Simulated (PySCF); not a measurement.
C7H9O, SMILES [OH2+]c1ccc(C)cc1, charge +1. Atoms are numbered in the order given.

```xyz
17

C      2.9011     0.1306     0.3646
C      1.4161     0.0748     0.1901
C      0.7458     1.0561    -0.5560
C     -0.6321     1.0065    -0.7528
C     -1.3009    -0.0540    -0.1756
O     -2.7578    -0.0931    -0.3866
C     -0.7117    -1.0546     0.5737
C      0.6672    -0.9725     0.7494
H      3.2220    -0.3873     1.2782
H      3.2636     1.1669     0.4031
H      3.4008    -0.3604    -0.4869
H      1.3108     1.8822    -0.9938
H     -1.1586     1.7678    -1.3310
H     -3.2952     0.0208     0.4217
H     -3.0781    -0.8516    -0.9130
H     -1.2859    -1.8731     1.0148
H      1.1701    -1.7425     1.3388
```
Charge +1, spin multiplicity 1.

Geometry: PBE0-D3(BJ)/def2-SVP. The isomer is the one that the SMILES or the coordinates give; other isomers of the formula were not compared.

Calculation: PySCF with PBE0/pcSseg-1.

GIAO shieldings, no solvent; atoms listed in one row are averaged. δ = σ(ref) − σ: ¹³C against TMS (σ = 186.3 ppm); ¹⁷O against H2O (σ = 334.2 ppm); ¹H against TMS (σ = 31.56 ppm), references at their B3LYP-D3(BJ)/def2-TZVP geometries, non-relativistic.

Computed chemical shifts:
```json
[
 {"nucleus": "¹³C", "atoms": "C2", "count": "1", "δ (ppm)": "161.3"},
 {"nucleus": "¹³C", "atoms": "C5", "count": "1", "δ (ppm)": "153.5"},
 {"nucleus": "¹³C", "atoms": "C3, C8", "count": "2", "δ (ppm)": "143.1"},
 {"nucleus": "¹³C", "atoms": "C4", "count": "1", "δ (ppm)": "126.7"},
 {"nucleus": "¹³C", "atoms": "C7", "count": "1", "δ (ppm)": "123.2"},
 {"nucleus": "¹³C", "atoms": "C1", "count": "1", "δ (ppm)": "25.6"},
 {"nucleus": "¹⁷O", "atoms": "O6", "count": "1", "δ (ppm)": "71.0"},
 {"nucleus": "¹H", "atoms": "H12, H17", "count": "2", "δ (ppm)": "8.28"},
 {"nucleus": "¹H", "atoms": "H13", "count": "1", "δ (ppm)": "8.22"},
 {"nucleus": "¹H", "atoms": "H16", "count": "1", "δ (ppm)": "7.86"},
 {"nucleus": "¹H", "atoms": "H14, H15", "count": "2", "δ (ppm)": "7.48"},
 {"nucleus": "¹H", "atoms": "H9, H10, H11", "count": "3", "δ (ppm)": "3.16"}
]
```
